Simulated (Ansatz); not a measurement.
System: C3H2O3, charge 0, singlet. C3H2O3 (SMILES O=c1occo1).
B3LYP-D3(BJ)/def2-TZVP minimum from Ansatz (a program for electronic structure):
```
C
C 1 1.3250
H 2 1.0734 1 133.64
H 1 1.0734 2 133.64 3 0.00
O 1 1.3816 4 117.66 2 -180.00
C 5 1.3701 1 107.51 4 180.00
O 6 1.1847 5 126.21 1 180.00
O 6 1.3701 7 126.21 5 180.00
```
Charge 0, spin multiplicity 1.

Total energies in cc-pVDZ, 32 correlated electrons, 6 frozen orbitals. UHF or UKS for unpaired electrons; spin-orbit terms are left out. Cores are frozen in correlated methods. No relativity.

```tsv
method	program	energy (Eh)	minus CCSDT(Q) (mEh)
HF	Ansatz	-339.36220	976.60
MP2	Ansatz	-340.28217	56.63
CCSD	Ansatz	-340.30086	37.93
CCSD(T)	Ansatz	-340.33496	3.83
CCSDT(Q)	Ansatz	-340.33879	0.00
```

Rough core times of Ansatz's runs on a shared machine: CCSD(T) under 20 s, CCSDT(Q) 30 min.
